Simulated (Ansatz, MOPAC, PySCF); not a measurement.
Lewis adduct: BH3 (SMILES B) (first 4 atoms) with C2H6S (SMILES CSC); geometry from B3LYP-D3(BJ)/def2-TZVP, rigid monomers moved along the line of their centres of mass till B1···S6 is 2.72 Å.
(charge 0, multiplicity 1):
```xyz
13

B     -0.3293     0.6027     0.7595
H      0.0017    -0.2209    -0.0559
H     -1.4951     0.9039     0.7056
H      0.4334     1.5290     0.8904
C      1.7298    -0.9085     3.3662
S     -0.0432    -0.6427     3.1613
C     -0.3194     0.6314     4.4088
H      1.9331    -1.3232     4.3519
H      2.0311    -1.6170     2.5977
H      2.2556     0.0334     3.2189
H     -0.1309     0.2277     5.4020
H     -1.3613     0.9325     4.3236
H      0.3240     1.4851     4.2018
```

Counterpoise-corrected where a basis set is named; no monomer relaxation. Rows marked so take none.

Cores are frozen in the correlated methods. Rows in 3-21G, 6-311+G**, 6-31G*, STO-3G carry no dispersion term and start afresh at each structure (6-31G* with six Cartesian d functions). MP2/6-31G* freezes PySCF's default core. The state that PM3 reach isn't checked.

Programs: Ansatz (Gaussian basis) for Hartree–Fock, density functionals and correlated methods; MOPAC for PM3 (differences of heats of formation); PySCF for 3-21G rows, 6-311+G** rows, 6-31G* rows, STO-3G rows, the dispersion terms. 

Other levels give for the interaction energy: PBE/def2-TZVPPD -81.9; B3LYP/def2-TZVPPD -66.9; B3LYP-D3(BJ)/def2-TZVPPD -77.7; wB97M-V/def2-TZVPPD -73.9; CCSD(T)/aug-cc-pV(D+d)Z -66.9 kJ/mol.

Problem. What do these common cheap choices give for the same quantity: PM3, HF/STO-3G (no counterpoise), BP86/6-31G* (no counterpoise), B3LYP/3-21G (no counterpoise), B3LYP/6-311+G** (no counterpoise), M06-2X/6-31G* (no counterpoise), MP2/6-31G*, MP2/6-31G* (no counterpoise)?

Solution. PM3 -91.8; HF/STO-3G (no counterpoise) -74.6; BP86/6-31G* (no counterpoise) -76.5; B3LYP/3-21G (no counterpoise) -80.0; B3LYP/6-311+G** (no counterpoise) -67.2; M06-2X/6-31G* (no counterpoise) -71.4; MP2/6-31G* -58.7; MP2/6-31G* (no counterpoise) -66.4 kJ/mol. They span -91.8 to -58.7 kJ/mol.

Ansatz is an electronic-structure program.
